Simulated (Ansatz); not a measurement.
Computed with Ansatz on PBE0-D4/def2-TZVP structures; ΔE is electronic, products minus reactants. CBS: MP2 limit from def2 TZ/QZ plus the TZ coupled-cluster correction, frozen cores. DFT in def2-TZVPP. One conformer a species, not always the lowest.

`BO[SiH](N)[SiH3]` + `[CH2]1[NH][AlH]1` → `[SiH3][N]1[CH2][AlH]1` + `BO[SiH2]N`  (cleavage of the Si–Si bond)

```json
{"species": "`BO[SiH](N)[SiH3]`", "r2SCAN-D4 energy (Eh)": "-738.66934"}
{"species": "`[CH2]1[NH][AlH]1`", "r2SCAN-D4 energy (Eh)": "-337.60347"}
{"species": "`[SiH3][N]1[CH2][AlH]1`", "r2SCAN-D4 energy (Eh)": "-628.30586"}
{"species": "`BO[SiH2]N`", "r2SCAN-D4 energy (Eh)": "-447.99385"}
```

**Question.** Work out ΔE.

**Answer.** ΔE = (-628.30586) + (-447.99385) − (-738.66934) − (-337.60347) = -0.02690 Eh = -70.6 kJ/mol. CCSD(T)/CBS gives -77.6 kJ/mol.

Largest T1 diagnostic among the species: 0.015.

From PBE to PBE0 (25 % exact exchange), in def2-TZVPP and without D4, ΔE moves by −7.6 kJ/mol. In def2-TZVPP, CCSD(T) changes the Hartree–Fock value by +22.2 kJ/mol (the triples alone add +2.6 kJ/mol) and MP2 by +12.1 kJ/mol.
